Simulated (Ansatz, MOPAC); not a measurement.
Species: CH5O2Si, net charge 0, doublet state. SMILES: C[Si](O)O

Atoms: C1, Si2, O3, O4, H5, H6, H7, H8, H9. Bonds: C1-Si2, C1-H5, C1-H6, C1-H7, Si2-O3, Si2-O4, O3-H8, O4-H9.

Bond lengths (Å) and angles (degrees) optimised at PM3 with MOPAC; PM6 with MOPAC; MNDO with MOPAC; HF/STO-3G with Ansatz (a quantum-chemistry and plane-wave program); B3LYP/LANL2DZ with Ansatz; MP2/6-31G* with Ansatz, each started from the B3LYP-D3(BJ)/def2-TZVP structure (Ansatz) of the last column. A row stands for all coordinates that are equal there; 11 of 17 kinds are shown. 6-31G* holds six Cartesian d functions. No wavenumbers were computed at MNDO, HF/STO-3G, B3LYP/LANL2DZ, MP2/6-31G*, so these may be saddle points.

```csv
coordinate,PM3,PM6,MNDO,HF/STO-3G,B3LYP/LANL2DZ,MP2/6-31G*,B3LYP-D3(BJ)/def2-TZVP
C1-Si2,1.863,1.846,1.806,1.874,1.882,1.873,1.876
C1-H5,1.095,1.100,1.106,1.082,1.095,1.093,1.091
C1-H6,1.096,1.103,1.107,1.083,1.098,1.094,1.094
Si2-O3,1.681,1.534,1.653,1.688,1.708,1.681,1.664
Si2-O4,1.675,1.535,1.645,1.681,1.708,1.669,1.652
O3-H8,0.944,0.907,0.932,0.986,0.969,0.970,0.961
C1-Si2-O3,116.8,115.4,115.5,109.6,104.7,112.7,112.2
C1-Si2-O4,111.0,115.1,113.3,105.3,104.7,104.8,105.1
O3-Si2-O4,105.9,129.6,104.9,103.4,112.2,108.0,106.5
Si2-C1-H5,111.3,110.7,111.5,111.9,110.9,111.4,111.1
Si2-C1-H6,112.0,108.8,112.2,111.0,108.7,109.4,108.8
```

Mean signed difference of all 8 bond lengths from B3LYP-D3(BJ)/def2-TZVP: PM3 0.000 Å, PM6 -0.045 Å, MNDO -0.013 Å, HF/STO-3G 0.009 Å, B3LYP/LANL2DZ 0.017 Å, MP2/6-31G* 0.007 Å.
